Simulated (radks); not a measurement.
Results of a calculation; reference values are marked as such.
Question: All-electron atom: Pd2.25+ in [Ar] 3d10 4s1.75 4p6 4d8 (fractional occupations, a model configuration). Code: a radial shooting solver on a logarithmic mesh with Libxc functionals. Model: Dirac Kohn-Sham, BLYP, spin-unpolarised, spherical densities, point nucleus; open shells fill j = l - 1/2 first. Some entries of the table are withheld. Estimate them.

orbital  occ.  eigenvalue (Ry)  <r> (bohr)  r(max) (bohr)
1s1/2       2        -1777.733     0.03185        0.02065
2s1/2       2        -261.3852      0.1380         0.1169
2p1/2       2        -242.6350      0.1171            (1)
2p3/2       4        -230.9125      0.1221            (2)
3s1/2       2        -48.92089      0.3791            (3)
3p1/2       2        -41.52157      0.3712            (4)
3p3/2       4        -39.47839      0.3821            (5)
3d3/2       4        -26.37006      0.3556         0.2805
3d5/2       6        -25.96258      0.3591         0.2834
4s1/2    1.75         -8.41681      0.9397            (6)
4p1/2       2         -6.11297       1.009         0.8894
4p3/2       4         -5.77671       1.039         0.9140
4d3/2       4         -2.29725       1.345          1.061
4d5/2       4         -2.25721       1.360          1.071

Answer: 
(1) 2p1/2 r(max) (bohr): 0.09049
(2) 2p3/2 r(max) (bohr): 0.09466
(3) 3s1/2 r(max) (bohr): 0.3420
(4) 3p1/2 r(max) (bohr): 0.3284
(5) 3p3/2 r(max) (bohr): 0.3382
(6) 4s1/2 r(max) (bohr): 0.8493
